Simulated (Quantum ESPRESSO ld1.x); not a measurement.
The numbers below are computed, except where a source is named.
Q: Tl68+, configuration [Ne] 3s2 3p1. Level of theory: scalar-relativistic Kohn-Sham, LDA (Slater exchange, VWN5 correlation), spin-unpolarised, spherical densities, point nucleus (ld1.x of Quantum ESPRESSO 7.5). Some entries of the table are withheld. Estimate them.

| orbital | occ. | eigenvalue (eV) | <r> (bohr) | r(max) (bohr) |
|---|---|---|---|---|
| 1s | 2 | -91633.9 | 0.01631 | 0.010 |
| 2s | 2 | -21009.4 | 0.06794 | 0.058 |
| 2p | 6 | (1) | 0.06140 | 0.048 |
| 3s | 2 | -8559.08 | (2) | 0.156 |
| 3p | 1 | -7948.82 | 0.1619 | 0.153 |
| 3d | 0 | (3) | 0.1430 | 0.122 |
| 4s | 0 | -4580.35 | 0.3037 | 0.308 |

A: 
(1) 2p eigenvalue (eV): -18921.6
(2) 3s <r> (bohr): 0.1637
(3) 3d eigenvalue (eV): -7476.92
